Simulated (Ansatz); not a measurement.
CH5BN2O, SMILES `N=C(N)BO`. Total charge 0; spin multiplicity 1. Geometry: relaxed with PBE0-D4/def2-TZVP. It is a higher conformer; a search finds a lower one.

```xyz
10

N     1.135    1.253    0.272
C     0.229    0.508   -0.240
N    -0.305    0.823   -1.460
B    -0.370   -0.774    0.466
O     0.071   -1.047    1.709
H     1.381    0.903    1.195
H     0.154    1.543   -1.994
H    -0.808    0.121   -1.970
H    -1.174   -1.492   -0.071
H    -0.313   -1.838    2.094
```

**Question.** What is the dipole moment at ωB97M-V/def2-TZVPP? (An estimate is asked.)

**Answer.** Ansatz gave: 3.83 D, with components (-2.00, -3.24, -0.35) D in this frame, pointing from negative to positive charge.

**Question.** And with PBE, r2SCAN, B3LYP? (Estimate.)

**Answer.** Ansatz gave: PBE 3.58 D, r2SCAN 3.68 D, B3LYP 3.77 D.

**Question.** Give the Mulliken charges with ωB97M-V, B3LYP, PBE in def2-TZVPP. (Estimate.)

**Answer.** Computed: 
```csv
atom,ωB97M-V,B3LYP,PBE
N1,-0.30,-0.30,-0.28
C2,0.13,0.09,0.04
N3,-0.23,-0.27,-0.26
B4,0.04,0.09,0.06
O5,-0.25,-0.25,-0.21
H6,0.12,0.15,0.16
H7,0.13,0.16,0.16
H8,0.13,0.15,0.17
H9,0.02,-0.02,-0.05
H10,0.19,0.21,0.21
```

B3LYP here is the variant with VWN-RPA as its local correlation; programs differ in this.
